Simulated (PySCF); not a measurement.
**Mass spectrum arithmetic for `O=C=C[C@@H](Cl)[GeH3]`**

Species: `C(=C[C@@H](Cl)[GeH3])=O`.

Calculated for natural abundance.

Task: What are the average molar mass and the monoisotopic mass?

Result: For C3H5ClGeO, with standard atomic weights, 1 × 15.999 + 3 × 12.011 + 1 × 35.450 + 1 × 72.630 + 5 × 1.008 = 165.152 g/mol. From the most abundant isotopes (16O, 12C, 35Cl, 74Ge, 1H), 1 × 15.994915 + 3 × 12.000000 + 1 × 34.968853 + 1 × 73.921178 + 5 × 1.007825 = 165.9241 u.

Task: Work out the cluster of the molecular ion M+•, one line a nominal mass.

Result: 
```json
{"nominal mass": "162", "m/z (centroid)": "161.9266", "relative intensity": "45.9"}
{"nominal mass": "163", "m/z (centroid)": "162.9300", "relative intensity": "1.5"}
{"nominal mass": "164", "m/z (centroid)": "163.9243", "relative intensity": "75.4"}
{"nominal mass": "165", "m/z (centroid)": "164.9260", "relative intensity": "19.5"}
{"nominal mass": "166", "m/z (centroid)": "165.9232", "relative intensity": "100.0"}
{"nominal mass": "167", "m/z (centroid)": "166.9243", "relative intensity": "8.8"}
{"nominal mass": "168", "m/z (centroid)": "167.9219", "relative intensity": "42.7"}
{"nominal mass": "169", "m/z (centroid)": "168.9253", "relative intensity": "1.4"}
{"nominal mass": "170", "m/z (centroid)": "169.9209", "relative intensity": "5.5"}
{"nominal mass": "171", "m/z (centroid)": "170.9243", "relative intensity": "0.2"}
```

Cut off at 0.1 %. One electron mass, 0.00055 u, is taken off. Abundances used (%; other tables differ somewhat): 16O 99.757, 17O 0.038, 18O 0.205; 12C 98.93, 13C 1.07; 35Cl 75.78, 37Cl 24.22; 70Ge 20.84, 72Ge 27.54, 73Ge 7.73, 74Ge 36.28, 76Ge 7.61; 1H 99.9885, 2H 0.0115.

Task: Elemental analysis, calculated?

Result: O 9.69 %, C 21.82 %, Cl 21.47 %, Ge 43.98 %, H 3.05 %.

Task: Count the protons, neutrons and electrons of the monoisotopic species, and give its exact less its nominal mass.

Result: 80 protons, 86 neutrons and 80 electrons; 165.9241 − 166 = -0.0759 u.

Task: What share of all molecules is the monoisotopic species?

Result: 0.99757 × 0.9893^3 × 0.7578 × 0.3628 × 0.999885^5 = 26.54 %.

Task: Which singly substituted isotopologues are there?

Result: Intensity in % of the monoisotopic species:

```
isotope  mass shift (u)       m/z  intensity (%)
   70Ge        -3.99693  161.9266          57.44
   72Ge        -1.99910  163.9244          75.91
   73Ge        -0.99772  164.9258          21.31
    13C        +1.00335  166.9269           3.24
    17O        +1.00422  166.9277           0.04
     2H        +1.00628  166.9298           0.06
   37Cl        +1.99705  167.9206          31.96
   76Ge        +2.00022  167.9237          20.98
    18O        +2.00425  167.9278           0.21
```

Species under 0.02 % are left out.

Task: What resolving power m/Δm just matches the spacing of the species with one 37Cl and with one 76Ge?

Result: They lie 0.00317 u apart at mass 167.92, so m/Δm is about 53000.
